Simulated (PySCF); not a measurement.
A calculated (CAM-B3LYP, PySCF 2.14, aug-cc-pwCVTZ-DK3, the spin-free X2C one-electron Hamiltonian (Gaussian nucleus)) atom or ion has these occupied shells.

```
shell  electrons  orbital energy (eV)  rms radius, mean of both spins (bohr)
 1s α          1             -34421.0                                 0.0306
 1s β          1             -34420.8                                 0.0306
 2s α          1              -5408.7                                  0.124
 2s β          1              -5408.6                                  0.124
 2p α          3              -4860.8                                  0.111
 2p β          3              -4860.7                                  0.111
 3s α          1              -1143.5                                  0.327
 3s β          1              -1143.3                                  0.327
 3p α          3              -965.17                                  0.327
 3p β          3              -964.96                                  0.327
 3d α          5              -698.51                                  0.305
 3d β          5              -698.36                                  0.305
 4s α          1              -239.38                                  0.761
 4s β          1              -238.96                                  0.761
 4p α          3              -182.22                                  0.815
 4p β          3              -181.76                                  0.815
 4d α          5              -97.753                                  0.942
 4d β          5              -97.246                                  0.942
 5s α          1              -55.404                                   1.86
 5s β          1              -51.537                                   1.86
 5p α          3              -40.896                                   2.12
```

Task: Name the element and its charge.

Result: Xe³⁺ (xenon, charge +3), in [Kr] 4d10 5s2 5p3, high-spin 4S determinant.
